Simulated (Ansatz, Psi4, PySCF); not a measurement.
Cl4Hf, triplet, at a GFN2-xTB geometry (such geometries of metal compounds can be far from the true shape) (the multiplicity is a formal guess) (core potentials on Hf). Base run: BHANDHLYP/def2-SVP in PySCF.

The PySCF input:
```python
from pyscf import gto, scf, dft

mol = gto.M(
    atom='''
Hf    0.000000   -0.000000   -0.000000
Cl    2.048660    0.843871   -0.624909
Cl    0.974345   -0.753718    1.944788
Cl   -0.974345    0.753718   -1.944788
Cl   -2.048660   -0.843871    0.624909
''',
    basis='def2-svp',
    ecp={'Hf': 'def2-svp'},
    charge=0,
    spin=2,
    verbose=4,
)

mf = dft.UKS(mol)
mf.xc = 'bhandhlyp'
mf.kernel()
```

The same geometry, method and basis name were run in Ansatz (a quantum-chemistry and plane-wave program) and Psi4 and PySCF, at each program's defaults and at the settings that a row names. The base is PySCF at its defaults. Differences at the defaults can come from grids, fitting, cores and function types together.

```json
[
 {"code and settings": "PySCF, defaults (exact integrals, its default grid, spherical functions)", "ΔE vs base (µEh)": "0.0", "basis functions": "104", "E (Eh)": "-1888.26393", "SCF cycles": "11"},
 {"code and settings": "Psi4, defaults (density fitting with its default set, its default grid, spherical functions)", "ΔE vs base (µEh)": "34.2", "basis functions": "104", "E (Eh)": "-1888.26389", "SCF cycles": "10"},
 {"code and settings": "Ansatz, defaults (factorised integrals, its default grid, spherical functions)", "ΔE vs base (µEh)": "-6.6", "basis functions": "104", "E (Eh)": "-1888.26393", "SCF cycles": "-"},
 {"code and settings": "PySCF, density fitting with def2-universal-jkfit", "ΔE vs base (µEh)": "33.2", "basis functions": "104", "E (Eh)": "-1888.26389", "SCF cycles": "11"},
 {"code and settings": "PySCF, fine grid", "ΔE vs base (µEh)": "-4.8", "basis functions": "104", "E (Eh)": "-1888.26393", "SCF cycles": "11"},
 {"code and settings": "Psi4, exact integrals, spherical functions, fine grid", "ΔE vs base (µEh)": "-3.1", "basis functions": "104", "E (Eh)": "-1888.26393", "SCF cycles": "14"},
 {"code and settings": "Ansatz, high accuracy", "ΔE vs base (µEh)": "-4.3", "basis functions": "104", "E (Eh)": "-1888.26393", "SCF cycles": "-"}
]
```

Open shells are given as the SCF converged; they aren't shown to be the lowest states, and a large step between rows can be another state.
